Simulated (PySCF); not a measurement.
CuI, SMILES [Cu][I], multiplicity 1. Geometry: PBE-D3(BJ)/def2-TZVP. The spin state was assumed, not searched. The def2 effective core potentials stand for the cores of I; spin–orbit coupling is left out.

**Question.** Give the equilibrium geometry at PBE-D3(BJ)/def2-TZVP (PySCF confirms it by a frequency run) as bond lengths and angles, and its point group. (Estimate from the structure and the level; the computed values follow.)

**Answer.** point group C∞v.
Atoms: Cu1 I2. Bond lengths (Å): Cu1–I2 2.371.
